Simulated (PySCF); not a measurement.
V²⁺: excitation energy

V²⁺ [Ar] 3d3 (4F) → V²⁺ [Ar] 3d2 4s1 (4F), as a difference of total energies. Calculation: PySCF 2.14, in def2-TZVPPD (6s6p4d2f1g, 67 functions); no relativity, point nucleus. Correlated levels: valence: [Ar] frozen; valence and next inner shell: [Ne] frozen. The calculations carry no spin-orbit coupling.

```json
{"method": "UHF", "excitation energy (cm⁻¹)": "44488"}
{"method": "LDA", "excitation energy (cm⁻¹)": "49144"}
{"method": "PBE", "excitation energy (cm⁻¹)": "48590"}
{"method": "PBE0", "excitation energy (cm⁻¹)": "49049"}
{"method": "r2SCAN", "excitation energy (cm⁻¹)": "50672"}
{"method": "r2SCAN0", "excitation energy (cm⁻¹)": "50295"}
{"method": "r2SCANh", "excitation energy (cm⁻¹)": "50526"}
{"method": "HSE06", "excitation energy (cm⁻¹)": "48587"}
{"method": "TPSS", "excitation energy (cm⁻¹)": "48993"}
{"method": "MP2 (valence)", "excitation energy (cm⁻¹)": "46132"}
{"method": "SCS-MP2 (valence)", "excitation energy (cm⁻¹)": "45036"}
{"method": "MP2 (valence and next inner shell)", "excitation energy (cm⁻¹)": "47087"}
{"method": "SCS-MP2 (valence and next inner shell)", "excitation energy (cm⁻¹)": "46183"}
```

A first-order spin-orbit estimate (lowest level to lowest level, LS coupling) adds -0.007 eV.
